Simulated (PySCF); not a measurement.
**Correlation energy of Pr⁴⁺ (praseodymium, charge +4)**

Starting occupation: [Xe] 4f1, 4f7/2 with m_j = +7/2. Computed with PySCF 2.14 in x2c-QZVPPall-2c (16s16p12d6f4g1h, 213 functions), with X2C-1e with screened-nucleus spin-orbit coupling, Gaussian nucleus. Frozen: [Ar] 3d10; 27 electrons correlated; the 34 highest virtual spinors left out.

MP2 pair energies summed by pair of shells (mhartree):

```json
{"pair": "4d3/2-4d5/2", "energy": "-171.52", "share (%)": "14.9"}
{"pair": "4d5/2-4d5/2", "energy": "-114.94", "share (%)": "10.0"}
{"pair": "4d5/2-5p3/2", "energy": "-71.10", "share (%)": "6.2"}
{"pair": "5p3/2-5p3/2", "energy": "-64.65", "share (%)": "5.6"}
{"pair": "5p1/2-5p3/2", "energy": "-62.00", "share (%)": "5.4"}
{"pair": "4d3/2-4d3/2", "energy": "-59.36", "share (%)": "5.2"}
{"pair": "4d5/2-4p3/2", "energy": "-53.97", "share (%)": "4.7"}
{"pair": "4d3/2-5p3/2", "energy": "-49.47", "share (%)": "4.3"}
{"pair": "4d5/2-5p1/2", "energy": "-37.71", "share (%)": "3.3"}
{"pair": "4d3/2-4p3/2", "energy": "-36.32", "share (%)": "3.2"}
{"pair": "4d5/2-4f7/2", "energy": "-36.19", "share (%)": "3.2"}
{"pair": "5p3/2-5s1/2", "energy": "-29.51", "share (%)": "2.6"}
{"pair": "4d3/2-5p1/2", "energy": "-27.47", "share (%)": "2.4"}
{"pair": "4d5/2-4p1/2", "energy": "-27.20", "share (%)": "2.4"}
{"pair": "4d5/2-5s1/2", "energy": "-26.85", "share (%)": "2.3"}
{"pair": "4d3/2-4f7/2", "energy": "-22.91", "share (%)": "2.0"}
{"pair": "4d3/2-4p1/2", "energy": "-19.32", "share (%)": "1.7"}
{"pair": "4d3/2-5s1/2", "energy": "-18.42", "share (%)": "1.6"}
{"pair": "4f7/2-5p3/2", "energy": "-18.41", "share (%)": "1.6"}
{"pair": "4d5/2-4s1/2", "energy": "-18.13", "share (%)": "1.6"}
{"pair": "4p3/2-4p3/2", "energy": "-17.17", "share (%)": "1.5"}
{"pair": "4p1/2-4p3/2", "energy": "-16.40", "share (%)": "1.4"}
{"pair": "5p1/2-5p1/2", "energy": "-16.23", "share (%)": "1.4"}
{"pair": "5p1/2-5s1/2", "energy": "-15.12", "share (%)": "1.3"}
{"pair": "4d3/2-4s1/2", "energy": "-12.28", "share (%)": "1.1"}
{"pair": "4p3/2-4s1/2", "energy": "-11.92", "share (%)": "1.0"}
{"pair": "4p3/2-5p3/2", "energy": "-10.38", "share (%)": "0.9"}
{"pair": "4f7/2-5p1/2", "energy": "-9.11", "share (%)": "0.8"}
{"pair": "4p3/2-5s1/2", "energy": "-8.15", "share (%)": "0.7"}
{"pair": "5s1/2-5s1/2", "energy": "-7.80", "share (%)": "0.7"}
```

Total MP2 correlation energy: -1148.4 mhartree.

This basis was not built for core-valence correlation, so the inner-shell part is incomplete.
